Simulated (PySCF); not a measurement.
Delta-SCF ions had no search for a lower state. 

Cartesian coordinates (Å):
```xyz
4

Al     0.0000     0.0000     0.1125
H     -1.2868    -0.7903     0.5966
H     -0.1271     1.5082    -0.3606
H      1.4139    -0.7180     0.1016
```
Charge 0, spin multiplicity 1.

What is the computed dipole moment, total energy, vertical ionisation energy (Delta-SCF), LUMO, HOMO and HOMO–LUMO gap (PBE0-D3(BJ)/def2-TZVP in PySCF)?


```yaml
dipole_moment: 0.00 D
total_energy: -244.0797 Ha
vertical ionisation energy (Delta-SCF): 11.14 eV
LUMO: -1.75 eV
HOMO: -8.58 eV
HOMO–LUMO gap: 6.83 eV
```
